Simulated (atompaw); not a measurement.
# What one change does to a pseudopotential (Ti, PAW (atompaw))

atompaw 4.2.0.5 input, output lines left out:

```
Ti 22
GGA-PBE scalarrelativistic loggrid 1500 logderivrange -7 5 301
4 4 3 0 0 0
4 0 1
4 1 1
3 2 2
0 0 0
c
c
v
v
c
v
v
v
2
2.45 1.95 2.25 1.95
n
n
y
1.9
n
custom polynom2 7 10 vanderbiltortho besselshape
bessel
1.15
2.45
1.45
2.45
2.45
2.45
```

All-electron outer shells of the reference configuration (PBE, scalar-relativistic, ld1.x):

```json
{"shell": "2s", "level (eV)": "-538.24", "outermost node (bohr)": "0.09", "outermost maximum (bohr)": "0.27"}
{"shell": "2p", "level (eV)": "-445.56", "outermost node (bohr)": "–", "outermost maximum (bohr)": "0.22"}
{"shell": "3s", "level (eV)": "-63.97", "outermost node (bohr)": "0.40", "outermost maximum (bohr)": "0.87"}
{"shell": "3p", "level (eV)": "-40.20", "outermost node (bohr)": "0.37", "outermost maximum (bohr)": "0.90"}
{"shell": "3d", "level (eV)": "-5.49", "outermost node (bohr)": "–", "outermost maximum (bohr)": "0.98"}
{"shell": "4s", "level (eV)": "-5.22", "outermost node (bohr)": "1.24", "outermost maximum (bohr)": "2.88"}
{"shell": "4p", "level (eV)": "-2.07", "outermost node (bohr)": "1.38", "outermost maximum (bohr)": "3.75"}
```

Change: augmentation besselshape compensation charge, radius 1.95 bohr; PAW radius 2.45 bohr; waves and projectors: custom polynom vanderbiltortho.

Cutoffs: the cutoffs (Ry, on a coarse ladder) from which the occupation-weighted sum of valence levels, in a spherical-Bessel basis at the reference potential, stays within 10 and 1 mRy of its value at 400 Ry; they do not see the model core or the augmentation charge, which bear on the density cutoff.

**Question.** What does the change do?

**Answer.** The potential gets neither clearly harder nor softer (40 Ry and 230 Ry → 45 Ry and 70 Ry); the range in which the d phases agree widens (upper end 3.4 → at the end of the scan); neither file shows a bound ghost.

```tsv
quantity	base	changed
cutoff, loose	40 Ry	45 Ry
cutoff, tight	230 Ry	70 Ry
loose cutoff by channel (10 mRy a level)	s 18 Ry, p 21 Ry, d 18 Ry	s 30 Ry, p 30 Ry, d 12 Ry
bound ghosts	none	none
s: phases at 2.46 bohr within 0.05 rad from the reference energy up to (Ry; the scan ends near 5)	4.2	to the end of the scan
p: phases at 2.46 bohr within 0.05 rad from the reference energy up to (Ry; the scan ends near 5)	to the end of the scan	to the end of the scan
d: phases at 2.46 bohr within 0.05 rad from the reference energy up to (Ry; the scan ends near 5)	3.4	to the end of the scan
lowest overlap eigenvalue by channel	s 0.44, p 0.56, d 0.99	s 0.55, p 0.53, d 0.93
```

 The cutoffs see the waves, projectors and local potential, not the compensation charge or the core.
